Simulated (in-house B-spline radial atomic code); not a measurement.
# Ionising the europium ion Eu²⁺ with different functionals

Computed with a B-spline radial code for spherical atoms: scalar-relativistic (spin-free X2C) Hamiltonian, Fermi nucleus of rms radius 5.1115 fm, spin-polarised at highest spin, spherical fractional occupations for the functionals, the average over the highest-spin determinants for Hartree-Fock. The ionisation energy is the difference of two self-consistent energies, [Xe] 4f7 → [Xe] 4f6, without Breit or QED terms; ε is the level of the shell that loses the electron (its least bound occupied spin orbital). There is no spin-orbit coupling in this Hamiltonian.

Hybrids are left out here: with spherical fractional occupations of an open shell their exact exchange keeps a self-interaction that integer-occupation calculations don't have.

| method | rung | ΔSCF (eV) | -ε(4f) (eV) |
| --- | --- | --- | --- |
| Hartree-Fock | Hartree-Fock | 22.78 | 27.71 |
| LDA VWN5 | LDA | 26.24 | 17.89 |
| LDA PW92 | LDA | 26.23 | 17.88 |
| LDA exchange-only | LDA | 24.74 | 16.48 |
| PBE | GGA | 25.98 | 17.65 |
| PBEsol | GGA | 26.01 | 17.67 |
| BLYP | GGA | 25.76 | 17.44 |
| RPBE | GGA | ? | ? |
| PW91 | GGA | 26.06 | 17.72 |
| BP86 | GGA | 26.03 | 17.69 |
| AM05 | GGA | 26.04 | 17.68 |
| OLYP | GGA | ? | ? |
| TPSS | meta-GGA | 25.83 | 17.49 |
| SCAN | meta-GGA | 26.30 | 17.94 |
| r2SCAN | meta-GGA | 26.16 | 17.76 |
| revTPSS | meta-GGA | 25.86 | 17.51 |

(1) What does RPBE give?

(2) What does OLYP give?

(3) How do they compare with the NIST value?

Answers

(1) ΔSCF 25.93 eV, and -ε(4f) = 17.60 eV.

(2) ΔSCF 26.44 eV, and -ε(4f) = 18.00 eV.

(3) NIST lists 24.84 eV ± 0.03 (semi-empirical, ground level to ground level). Errors run from -2.06 to +1.60 eV. The correlated functionals all miss on the same side by more than they spread, so the cause is common to them (spin-orbit coupling, Breit-QED terms, multiplet and fine-structure energies, or a listed next ion that isn't the cheapest removal here) and closeness doesn't rank the functionals. Hartree-Fock also lacks correlation.
